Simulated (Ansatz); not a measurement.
`C[CH](C)[Al]([OH])[OH]` + `CNC` → `C[CH](C)[Al]([OH])[N](C)C` + H₂O  (ligand exchange at the Al–O bond)

Computed with Ansatz on PBE0-D4/def2-TZVP structures; ΔE is electronic, products minus reactants. CCSD(T)/CBS is the MP2 limit (def2-TZVPP, def2-QZVPP) plus CCSD(T) − MP2 in def2-TZVPP, frozen cores. This one scheme is used for every species. DFT in def2-TZVPP. B3LYP here is the variant with VWN-RPA as its local correlation; programs differ in this. One conformer a species, not always the lowest.

`C[CH](C)[Al]([OH])[OH]`:

Z-matrix (Å, degrees):
```
C
C 1 1.529
H 1 1.097 2 111.0
H 1 1.095 2 111.4 3 -119.1
H 1 1.092 2 112.3 3 120.8
C 2 1.529 1 111.6 3 57.7
Al 2 1.955 1 112.8 3 -174.2
H 2 1.101 1 107.4 3 -59.7
H 6 1.097 2 111.0 1 -57.7
H 6 1.092 2 112.3 1 -178.5
H 6 1.095 2 111.4 1 61.3
O 7 1.698 2 118.7 1 26.4
O 7 1.698 2 118.6 1 -154.7
H 12 0.955 7 125.7 2 178.4
H 13 0.955 7 125.7 2 -178.4
```

`CNC`:

```xyz
10

C    -0.618   -0.521    0.898
N    -0.326   -0.373   -0.509
C     0.583    0.716   -0.779
H    -1.261   -1.389    1.056
H    -1.162    0.361    1.252
H     0.277   -0.632    1.534
H     0.055   -1.236   -0.872
H     0.104    1.664   -0.516
H     0.817    0.751   -1.845
H     1.532    0.660   -0.218
```

`C[CH](C)[Al]([OH])[N](C)C`:

Z-matrix (Å, degrees):
```
C
C 1 1.525
H 1 1.097 2 110.9
H 1 1.095 2 111.7 3 -118.8
H 1 1.093 2 112.6 3 120.2
Al 2 1.964 1 118.4 3 -176.7
C 2 1.533 1 110.8 3 55.7
H 2 1.101 1 107.6 3 -60.7
O 6 1.703 2 113.5 1 176.9
N 6 1.780 2 127.3 1 -3.2
H 7 1.095 2 111.5 1 62.4
H 7 1.097 2 111.1 1 -56.5
H 7 1.093 2 112.2 1 -177.1
H 9 0.954 6 126.2 2 178.4
C 10 1.442 6 125.0 2 -1.7
C 10 1.442 6 123.5 2 178.6
H 15 1.100 10 111.7 6 120.3
H 15 1.100 10 111.6 6 -120.0
H 15 1.091 10 111.2 6 0.1
H 16 1.100 10 111.7 6 -120.5
H 16 1.100 10 111.8 6 119.6
H 16 1.093 10 111.2 6 -0.5
```

H₂O:

Cartesian coordinates in Å:
```
O -0.062 0.100 0.371
H 0.723 0.266 -0.155
H -0.661 -0.366 -0.216
```

```
             level  ΔE (kJ/mol)  difference from CCSD(T)/CBS
            PBE-D4         51.6                         -0.8
         r2SCAN-D4         57.3                          4.9
           PBE0-D4         52.7                          0.3
          B3LYP-D4         55.9                          3.5
           ωB97X-V         58.1                          5.7
           ωB97M-V         56.8                          4.4
            B2PLYP         63.2                         10.8
               PBE         60.0                          7.6
            r2SCAN         60.4                          8.0
              PBE0         60.5                          8.1
             B3LYP         68.8                         16.4
     HF/def2-TZVPP         76.9                         24.5
    MP2/def2-TZVPP         52.5                          0.1
SCS-MP2/def2-TZVPP         57.0                          4.6
   CCSD/def2-TZVPP         56.8                          4.4
CCSD(T)/def2-TZVPP         53.0                          0.6
     HF/def2-QZVPP         76.8                         24.4
    MP2/def2-QZVPP         52.0                         -0.4
SCS-MP2/def2-QZVPP         56.7                          4.3
      HF/CBS(def2)         76.7                         24.3
     MP2/CBS(def2)         51.8                         -0.6
    CCSD/CBS(def2)         56.2                          3.8
       CCSD(T)/CBS         52.4                            0
```

Largest T1 diagnostic among the species: 0.011.

The D4 term adds −12.9 kJ/mol with B3LYP and −7.8 kJ/mol with PBE0; it sums over pairs of atoms, weighted by their polarisabilities, and B3LYP, whose exchange is more repulsive, gets the larger term. In def2-TZVPP, CCSD(T) changes the Hartree–Fock value by −23.9 kJ/mol (the triples alone add −3.8 kJ/mol) and MP2 by −24.4 kJ/mol.
